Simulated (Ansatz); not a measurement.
`CO[SiH](N)[SiH3]` + `[O]=[Mo]([OH])([F])=[S]` → `CO[SiH](F)[SiH3]` + `[NH2][Mo](=[O])([OH])=[S]`  (redistribution)

Computed with Ansatz on PBE0-D4/def2-TZVP structures; ΔE is electronic, products minus reactants. CBS: MP2 limit from def2 TZ/QZ plus the TZ coupled-cluster correction, frozen cores. Elements past krypton have def2 core potentials. For Mo outer-core shells are correlated without core-valence functions, which leaves a few kJ/mol of doubt a bond. One conformer a species, not always the lowest.

```tsv
species	HF/CBS(def2) energy (Eh)
`CO[SiH](N)[SiH3]`	-750.47504
`[O]=[Mo]([OH])([F])=[S]`	-715.05995
`CO[SiH](F)[SiH3]`	-794.36218
`[NH2][Mo](=[O])([OH])=[S]`	-671.19468
```

Question: Work out ΔE.

Answer: ΔE = (-794.36218) + (-671.19468) − (-750.47504) − (-715.05995) = -0.02187 Eh = -0.60 eV. CCSD(T)/CBS gives -0.52 eV.

Largest T1 diagnostic among the species: 0.025, so the coupled-cluster value is less sure than usual.

In def2-TZVPP, CCSD(T) changes the Hartree–Fock value by +0.08 eV (the triples alone add +0.03 eV) and MP2 by +0.07 eV. From PBE to PBE0 (25 % exact exchange), in def2-TZVPP and without D4, ΔE moves by −0.07 eV.
